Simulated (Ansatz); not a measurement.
Relaxation of the cluster Co2S2 with UKS r2SCAN-D4/def2-SVP.

```sh
$ ansatz run in.yaml --threads 4 --pin off --events-out ev --progress --plain --max-ram 4787MiB
```

```yaml
crystal:
  periodic: [false, false, false]
  atoms:
    - {symbol: Co, position_ang: [0.112090, -1.111723, -0.018555]}
    - {symbol: Co, position_ang: [-0.112095, 1.111721, 0.018566]}
    - {symbol: S, position_ang: [1.697576, 0.172693, -0.091606]}
    - {symbol: S, position_ang: [-1.697581, -0.172691, 0.091606]}
basis:
  gaussian: {orbitals: def2-SVP}
magnetization: {spin_polarized: true, initial_magnetization: 4}
hamiltonian: {xc: r2scan, dispersion: d4}
scf: {lower_state_search: "off"}
output: {orbitals: {seedname: orbitals}}
relax: {f_tol: 0.02, max_steps: 100}
```

It took 58 s on 4 threads of AMD EPYC 7R43 on a shared host.

Positions (Å) and forces (eV/Å) at steps 1, 2, 3, 4, 7, 8 of 8:

```xyz
4
step=1 energy=-96908.3344 eV
Co    0.112   -1.112   -0.019    0.182   -2.633   -0.027
Co   -0.112    1.112    0.019   -0.195    2.686    0.054
S     1.698    0.173   -0.092    1.484    0.176   -0.093
S    -1.698   -0.173    0.092   -1.471   -0.229    0.066
4
step=2 energy=-96908.5756 eV
Co    0.115   -1.160   -0.016    0.071   -1.216    0.006
Co   -0.115    1.162    0.022   -0.091    1.117    0.040
S     1.727    0.176   -0.096    0.456    0.118   -0.047
S    -1.727   -0.178    0.090   -0.436   -0.019    0.001
4
step=3 energy=-96908.6501 eV
Co    0.119   -1.220   -0.009    0.099   -0.191    0.004
Co   -0.119    1.213    0.031   -0.061    0.115    0.015
S     1.720    0.181   -0.103    0.075    0.001   -0.015
S    -1.720   -0.174    0.082   -0.114    0.075   -0.005
4
step=4 energy=-96908.6523 eV
Co    0.124   -1.232   -0.007    0.010    0.018    0.011
Co   -0.122    1.219    0.034   -0.006   -0.023    0.011
S     1.720    0.182   -0.107    0.012   -0.003   -0.012
S    -1.722   -0.169    0.079   -0.016    0.008   -0.010
4
step=7 energy=-96908.6528 eV
Co    0.125   -1.230    0.012   -0.006    0.001   -0.002
Co   -0.121    1.218    0.053    0.002    0.006   -0.002
S     1.721    0.181   -0.125    0.001   -0.001    0.002
S    -1.724   -0.169    0.060    0.004   -0.006    0.001
4
step=8 energy=-96908.6528 eV
Co    0.124   -1.230    0.010    0.000    0.000    0.000
Co   -0.121    1.219    0.052    0.001    0.001    0.000
S     1.721    0.181   -0.124    0.000    0.000    0.000
S    -1.724   -0.170    0.062    0.000   -0.001    0.000
```

The charge 0 quintet is spin-contaminated (final ⟨S²⟩ up to 6.29, 6.00 for a pure state). At r2SCAN-D4/def2-SVP a triplet of charge 0 lies 0.06 eV below the quintet, each at its own geometry. The structure comes from a short search, and lower isomers may exist.
